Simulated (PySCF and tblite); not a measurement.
Results of a calculation; reference values are marked as such.
C5H6N2, numbered as in [N:1]#[C:2][C:3]#[C:4][CH2:5][CH2:6][NH2:7].

Search: ETKDG and KDG, MMFF94s, GFN2-xTB, 90 starts; geometries at GFN2-xTB. Energies: PBE0-D3(BJ)/def2-SVP (IEF-PCM, cyclohexane), with GFN2-xTB thermal terms (modes under about 100 cm⁻¹ blended into free rotors). Symmetry numbers and mirror images are counted. Conformers within 3 kcal/mol (GFN2-xTB free energy) were kept, 4 at most. Programs: PySCF with density fitting and tblite.

Torsions listed: C4–C5–C6–N7, C5–C6–N7–H7. Of a mirror pair one member is shown.

```tsv
conformer	shape	symmetry	dipole D
1	-176°, -68°	C1 (pair)	6.14
2	71°, 177°	C1 (pair)	5.45
3	180°, -60°	Cs	6.08
4	63°, 59°	C1 (pair)	5.33
```

Q: Which of these conformers is the most populated at 298.15 K, and with what share?

A: Conformer 4, about 52 %.

Q: Give the DFT energies and free energies relative to the lowest, and all weights.

A: 
```
conformer        shape  E(DFT) kcal/mol  G(298.15 K) kcal/mol  weight %
        1  -176°, -68°             0.83                  0.73      15.4
        2    71°, 177°             0.68                  0.59      19.4
        3   180°, -60°             0.39                  0.83      12.9
        4     63°, 59°             0.00                  0.00      52.4
```

Q: How does its share change from 200 K to 400 K?

A: From 64 % to 46 %; the mixing entropy goes from 3.31 to 3.72 cal/(mol K).

The cap on conformers cut off some of the population, so the set may be incomplete.
